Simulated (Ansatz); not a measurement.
Reaction (cleavage of the Si–Si bond): `O[SiH](F)[SiH](Cl)Cl` + `O[SiH2]S` → `O[SiH2]S[SiH](Cl)Cl` + `O[SiH2]F`

Isolated molecules relaxed with PBE0-D4/def2-TZVP in Ansatz; ΔE leaves out vibrations. CBS: MP2 limit from def2 TZ/QZ plus the TZ coupled-cluster correction, frozen cores. DFT in def2-TZVPP. B3LYP here is the variant with VWN-RPA as its local correlation; programs differ in this. Each species was taken in one conformer, which may not be the lowest.

Question: Is it downhill or uphill in electronic energy at CCSD(T)/CBS, and by how much? (Best estimate.)

Answer: Computed: Downhill: ΔE = -85.8 kJ/mol.

Question: What do these levels give: PBE-D4, PBE0-D4, r2SCAN, PBE0, B3LYP, CCSD/def2-TZVPP? (An estimate is asked.)

Answer: Computed: PBE-D4 -70.6, PBE0-D4 -76.5, r2SCAN -79.6, PBE0 -72.6, B3LYP -70.2, CCSD/def2-TZVPP -81.4 kJ/mol.

Largest T1 diagnostic among the species: 0.011.

In def2-TZVPP, CCSD(T) changes the Hartree–Fock value by −3.9 kJ/mol (the triples alone add −2.1 kJ/mol) and MP2 by −17.4 kJ/mol. From PBE to PBE0 (25 % exact exchange), in def2-TZVPP and without D4, ΔE moves by −6.5 kJ/mol. The D4 term adds −7.4 kJ/mol with B3LYP and −3.9 kJ/mol with PBE0; it sums over pairs of atoms, weighted by their polarisabilities, and B3LYP, whose exchange is more repulsive, gets the larger term.
